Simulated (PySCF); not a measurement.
A ladder of Hamiltonians for Al³⁺ (aluminium, charge +3)

Occupied: 1s1/2, 2s1/2, 2p1/2, 2p3/2. Hartree-Fock calculated with PySCF 2.14 in an uncontracted even-tempered set (18 s from 0.059 bohr⁻², ratio 2.7; 12 p from 0.071 bohr⁻², ratio 2.7), Gaussian nucleus throughout. NR is non-relativistic, sf-X2C the spin-free one-electron X2C Hamiltonian, X2C adds the bare one-electron spin-orbit term, X2C-SNSO screens it by Boettger's factors, DC is four-component Dirac-Coulomb, and the Gaunt and Breit terms are added at first order (total energies over the DC spinors, levels after relaxing the spinors in that mean field). QED terms are absent. Levels marked empty are virtual spinors of this ion.

| level (eV) | NR | sf-X2C | X2C | X2C-SNSO |
| --- | --- | --- | --- | --- |
| 1s1/2 | -1627.0 | -1630.3 | -1630.3 | -1630.3 |
| 2s1/2 | -167.38 | -167.91 | -167.91 | -167.91 |
| 2p1/2 | -121.70 | -121.70 | -122.08 | -122.02 |
| 2p3/2 | -121.70 | -121.70 | -121.51 | -121.54 |
| 3s1/2 (empty) | -28.016 | -28.064 | -28.064 | -28.064 |
| 3p1/2 (empty) | -21.505 | -21.509 | -21.533 | -21.530 |
| 3p3/2 (empty) | -21.505 | -21.509 | -21.498 | -21.499 |

Where do the four-component calculations put these levels?

1s1/2: DC -1630.7, DC+Gaunt -1629.9, DC+Breit -1629.9; 2s1/2: DC -167.93, DC+Gaunt -167.91, DC+Breit -167.91; 2p1/2: DC -122.02, DC+Gaunt -121.96, DC+Breit -121.97; 2p3/2: DC -121.54, DC+Gaunt -121.52, DC+Breit -121.52; 3s1/2 (empty): DC -28.066, DC+Gaunt -28.063, DC+Breit -28.063; 3p1/2 (empty): DC -21.529, DC+Gaunt -21.525, DC+Breit -21.526; 3p3/2 (empty): DC -21.500, DC+Gaunt -21.498, DC+Breit -21.499 (eV).

```tsv
Hamiltonian	E (hartree)	E − E(DC) (hartree)	CPU seconds
NR	-239.9979	0.4515	0.16
sf-X2C	-240.4322	0.0172	0.08
X2C	-240.4324	0.0170	0.13
X2C-SNSO	-240.4323	0.0170	0.11
DC	-240.4493	0.0000	4.9
DC+Gaunt	-240.4044	0.0449	8.9
DC+Breit	-240.4073	0.0421	29
```

Weight of the small component: 1s1/2 0.00212, 2s1/2 0.000291, 2p1/2 0.000266, 2p3/2 0.000264, 3s1/2 3.55e-05, 3p1/2 2.79e-05, 3p3/2 2.79e-05.

Koopmans' value for the highest occupied level at DC+Breit: 121.52 eV, against an ionisation energy of 119.99 eV (measured; NIST Atomic Spectra Database, ionization energies); the former lacks relaxation, correlation, QED and recoil.

The whole ladder took 45 s of wall time on 1 thread of Intel(R) Xeon(R) 6975P-C (shared host), launched as `OMP_NUM_THREADS=1 python relrun2.py TASK.json OUT` (a driver that calls PySCF for each Hamiltonian).
